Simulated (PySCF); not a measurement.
A species of formula C5H11FSSi has this rotational fingerprint, computed with PBE0/pcSseg-1 in PySCF (dipole) on a GFN2-xTB geometry, gas phase:

* Rotational constants: A = 1906, B = 1344, C = 969.2 MHz
* Dipole components: |μa| = 0.61 D, |μb| = 1.44 D, |μc| = 0.39 D
* Inertial defect: -119.93 u·Å²
* κ: -0.20

Question: Which structure is it? (One computed conformer of each.)
A. `[CH3:1][C@@H:2]1[SiH2:3][S:4][CH2:5][C@@:6]1([CH3:7])[F:8]` with C1–C2–Si3–S4 -150°, C2–Si3–S4–C5 -3°, Si3–S4–C5–C6 30°, S4–C5–C6–C7 75°
B. `[CH3:1][CH2:2][Si:3]1([CH2:4][F:5])[CH2:6][S:7][CH2:8]1` with C1–C2–Si3–C4 56°, C2–Si3–C4–F5 42°
C. `[CH2:1]=[C:2]([CH3:3])[SiH2:4][C@@H:5]([F:6])[S:7][CH3:8]` with C1–C2–Si4–C5 -4°, C2–Si4–C5–F6 61°, Si4–C5–S7–C8 172°
D. `[CH3:1][C:2]([CH3:3])([SiH3:4])[C:5](=[S:6])[CH2:7][F:8]` with C1–C2–C5–S6 -23°, C2–C5–C7–F8 39°

Answer: A. It is C[C@@H]1[SiH2]SC[C@@]1(C)F, an asymmetric top, point group C1. The candidates at the same level (rigid rotor, commonest isotopes):

```tsv
SMILES	A (MHz)	B (MHz)	C (MHz)	μa (D)	μb (D)	μc (D)	Δ (u·Å²)	point group	rotor
C[C@@H]1[SiH2]SC[C@@]1(C)F	1906	1344	969.2	0.61	1.44	0.39	-119.93	C1	asymmetric top
C=C(C)[SiH2][C@@H](F)SC	3374	659.9	583.9	0.57	0.35	1.55	-50.08	C1	near-prolate asymmetric top
CC[Si]1(CF)CSC1	1961	929.7	759.7	1.34	0.80	0.68	-136.02	C1	asymmetric top
CC(C)([SiH3])C(=S)CF	1454	1309	987.4	1.40	0.20	1.27	-222.00	C1	asymmetric top
```

`CC[Si]1(CF)CSC1` has B 31 % too low; `CC(C)([SiH3])C(=S)CF` has A 24 % too low; `C=C(C)[SiH2][C@@H](F)SC` has A 77 % too high. No structure here is proved a minimum.
